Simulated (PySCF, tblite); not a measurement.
Species: C3H6F4O2Si.
Atom-mapped SMILES: `[CH3:1][O:2][Si:3]([F:4])([O:5][CH3:6])[C:7]([F:8])([F:9])[F:10]` (hydrogens: H11, H12, H13 on C1; H14, H15, H16 on C6)

Jobs on this species (16 atoms, 90 electrons) with PySCF (density fitting) and tblite. Hardware of each: Arm Neoverse V1, one thread, no GPU (shared host). The host was shared with other jobs, so the times are rough.

```csv
level and settings,work,basis functions,SCF cycles,wall time
GFN2-xTB,Hessian by finite differences,–,–,0.64 s
PBE0/pcSseg-1,"shieldings, charges and field gradients, density and orbital grids written",207,?,?
GFN2-xTB,L-BFGS relaxation,–,–,0.5 s
```

Question: Fill in the missing figures.

Answer: 
- PBE0/pcSseg-1; shieldings, charges and field gradients, density and orbital grids written: 53 s, 14 SCF cycles

Question: What do all jobs in the table cost together?

Answer: About 54 s; the longest takes about 98 % of that, and about 110 times as long as the shortest.
